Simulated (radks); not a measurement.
Question: The mean radii <r> (bohr) of the occupied orbitals of an atom or ion are listed with their occupations. Calculated with a radial shooting solver on a logarithmic mesh with Libxc functionals: scalar-relativistic Kohn-Sham, PBE, spin-unpolarised, spherical densities, point nucleus.

| orbital | occ. | <r> |
|---|---|---|
| 1s | 2 | 0.06090 |
| 2s | 2 | 0.2794 |
| 2p | 6 | 0.2471 |
| 3s | 2 | 0.8521 |
| 3p | 6 | 0.9041 |
| 3d | 5 | 1.149 |

Name the element and its charge.

Answer: Z = 25, manganese, charge +2: Mn2+ in [Ar] 3d5. The 1s radius gives Z: for a bare nucleus <r> = (2 gamma + 1)/(2Z) with gamma = sqrt(1 - (Z/c)^2), 0.05933 bohr for Z = 25, and screening makes it slightly larger (0.06090 here). The occupations add up to 23, and the charge is Z minus that.
